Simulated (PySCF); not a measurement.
An unknown shows these calculated signals:

$^{1}$H NMR (400 MHz, computed): δ 4.38 (m, 2H), 4.19 (s, 1H), 4.03 (m, 2H), 3.83 (m, 1H), 2.28 (br s, 1H).

$^{13}$C{$^{1}$H} NMR (computed): δ 72.0 (CH2), 57.4 (CH).

- GIAO PBE0/pcSseg-1 shieldings
- geometry: GFN2-xTB
- run in PySCF
- gas phase, averaged over atoms made equivalent by symmetry, fast rotation or ring inversion, no relativistic terms, a single conformation

Referencing at the same level of theory: TMS for $^{1}$H (31.72 ppm) and $^{13}$C (186.93 ppm).

Which of these does the molecule contain: an S-methyl group, a tert-butyl group, a Si–H bond, a Si–CH3 group, an OH group?

Results:


- An S-methyl group: no.
- A tert-butyl group: no.
- A Si–H bond: yes (δH 4.19 (s)).
- A Si–CH3 group: no.
- An OH group: yes (δH 2.28 (br s)).

The data belong to SMILES O1[Si@H](O)OC[C@@H](Cl)C1, C$_{3}$H$_{7}$ClO$_{3}$Si; they needn't prove each group on their own.

Carbon signals by region: 2 at 50–100 ppm.

Exchangeable OH/NH protons stand at their gas-phase positions; hydrogen bonding in a real sample shifts them, mostly to higher δ. Carbons that carry Cl, above all several Cl atoms, come out too deshielded, partly because spin–orbit coupling is missing. Shifts are as computed. Against solution values, carbons near 30 ppm lie about +3 ppm off and those near 130 ppm about +5 ppm; carbons on Cl a further +6 ppm. Of 1309 compounds with measured shifts, 239 miss one by over three times the rms of a fit or turn the order of signals round; such compounds aren't used in these exercises. No couplings were computed; multiplicities are counted from neighbouring protons, with m where these are inequivalent, close in shift, in a saturated or five-membered ring or joined by F or P, and br s for small geminal =CH2 splittings.
